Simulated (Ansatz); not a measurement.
C$_{2}$H$_{6}$Cl$_{2}$Sn, SMILES `[CH3][Sn]([CH3])([Cl])[Cl]`, relaxed with RKS PBE-D4/def2-SVP in the Gaussian-basis code of Ansatz from a rough embedded geometry. The force threshold is 0.03 eV/Å; the program also tests the step.

The species carries charge 0 and has multiplicity 1. Sn takes the def2 core potential.

Start:

```xyz
11

C     1.262   -0.003   -1.240
Sn    0.378    0.019    0.670
C    -1.719   -0.076    0.397
Cl    1.042   -1.826    1.970
Cl    0.949    1.982    1.829
H     0.999    0.900   -1.824
H     2.408    0.063   -1.097
H     1.040   -0.905   -1.749
H    -2.252   -0.013    1.385
H    -2.091    0.837   -0.190
H    -2.016   -0.978   -0.152
```

Q: By how much does the energy fall, and how many steps does the optimiser take? (An estimate is asked.)

A: Ansatz gave: 24.02 kJ/mol, in 5 steps.

Q: Which bonds change most? (Estimate.)

A: Ansatz gave: C1–H7 from 1.157 to 1.105 Å; C1–Sn2 from 2.105 to 2.155 Å; C1–H8 from 1.059 to 1.106 Å; C3–H10 from 1.148 to 1.106 Å.

Q: Give the relaxed structure. (An estimate is asked.)

A: Ansatz gave: 
```xyz
11

C     1.441    0.011   -1.281
Sn    0.285    0.025    0.538
C    -1.867   -0.047    0.477
Cl    1.014   -1.824    1.847
Cl    0.893    1.983    1.745
H     1.169    0.894   -1.890
H     2.512    0.053   -1.012
H     1.228   -0.920   -1.839
H    -2.245   -0.025    1.516
H    -2.244    0.831   -0.081
H    -2.185   -0.982   -0.021
```
